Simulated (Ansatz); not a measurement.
Basis-set extrapolation for `B/C(O)=C(\O)F` (PBE0-D4/def2-TZVP geometry, frozen core, Ansatz). Multiplicity 1, RHF reference.

```csv
,def2-TZVPP,def2-QZVPP
HF,-352.017780,-352.033905
MP2 correlation,-1.135892,-1.225666
CCSD(T) correlation,-1.204007,not run
```

Energies in hartree. Use E(X) = E(∞) + A·exp(−7.88·√X) for Hartree–Fock and E(X) = E(∞) + B·X^(−2.97) for correlation, with X = 3 and 4, and add CCSD(T) minus MP2 of the smaller set to the MP2 limit.

Question: What is the CCSD(T) energy at the basis-set limit?

Answer: HF limit: -352.033905 + (-0.016125) × 0.13774 = -352.03613. MP2 limit: -1.225666 + (-0.089774) × 0.74074 = -1.29217. Higher-order term: -1.204007 − (-1.135892) = -0.06812. Total: -353.39642 hartree, 458.5 kJ/mol below CCSD(T)/def2-TZVPP.
